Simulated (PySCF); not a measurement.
`CB(C)C(F)=C=C=C=CF`, C7H7BF2

Geometry:
| atom | x (Å) | y (Å) | z (Å) |
| --- | --- | --- | --- |
| C1 | -1.086 | 1.496 | -0.264 |
| B2 | -1.604 | 0.032 | -0.067 |
| C3 | -3.127 | -0.320 | 0.006 |
| C4 | -0.573 | -1.145 | 0.074 |
| F5 | -1.065 | -2.393 | 0.157 |
| C6 | 0.745 | -0.969 | 0.122 |
| C7 | 1.992 | -0.689 | 0.163 |
| C8 | 3.242 | -0.406 | 0.206 |
| C9 | 4.526 | -0.116 | 0.189 |
| F10 | 5.222 | 0.164 | 1.284 |
| H11 | -0.062 | 1.679 | 0.095 |
| H12 | -1.076 | 1.678 | -1.356 |
| H13 | -1.770 | 2.247 | 0.160 |
| H14 | -3.390 | -0.287 | 1.083 |
| H15 | -3.774 | 0.417 | -0.493 |
| H16 | -3.371 | -1.337 | -0.334 |
| H17 | 5.130 | -0.080 | -0.724 |

Method used: quadratic response CAM-B3LYP/aug-cc-pVDZ first hyperpolarisability, Taylor convention, gas phase (PySCF). Geometry: PBE0-D3(BJ)/def2-SVP.

(1) Give the tensor of the static β(0;0,0) in the axes of these coordinates.

Results:

(1) In au, Taylor convention; rows are the first index (the induced dipole):
|  | xx | yy | zz | xy | xz | yz |
| --- | --- | --- | --- | --- | --- | --- |
| x | +308.7 | +50.4 | +28.3 | -237.6 | +123.1 | +1.0 |
| y | -237.6 | -26.5 | -13.9 | +50.4 | +1.0 | +17.3 |
| z | +123.1 | +17.3 | +24.0 | +1.0 | +28.3 | -13.9 |

Norm of βᵢ = ⅓ Σⱼ (βᵢⱼⱼ + βⱼᵢⱼ + βⱼⱼᵢ): 504.3 au, hyper-Rayleigh value 223.9 au.
